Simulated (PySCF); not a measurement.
Nitrogen: a sound run and one with changed settings

Sound run: N⁺ [He] 2s2 2p2, N²⁺ [He] 2s2 2p1. Computed with PySCF 2.14 in x2c-SVPall, with the spin-free X2C one-electron Hamiltonian (Gaussian nucleus). The sound run starts from symmetry-adapted Hartree-Fock orbitals and uses a fine grid where one is needed.

Changed run: initial guess minao, at most 3 SCF cycles. This setting is unsound on purpose.

| species | method | sound run (hartree) | changed run (hartree) | converged |
| --- | --- | --- | --- | --- |
| N⁺ | UHF | -53.84987 | -53.84940 | no |
| N⁺ | PBE | -53.95576 | -53.95575 | no |
| N⁺ | M06-L | -54.01872 | -54.01868 | no |
| N²⁺ | UHF | -52.77125 | -52.77103 | no |
| N²⁺ | PBE | -52.85120 | -52.85119 | no |
| N²⁺ | M06-L | -52.92106 | -52.92105 | no |

The SCF was stopped early; the energies are upper bounds that still move, and correlated levels were skipped or rest on poor orbitals.
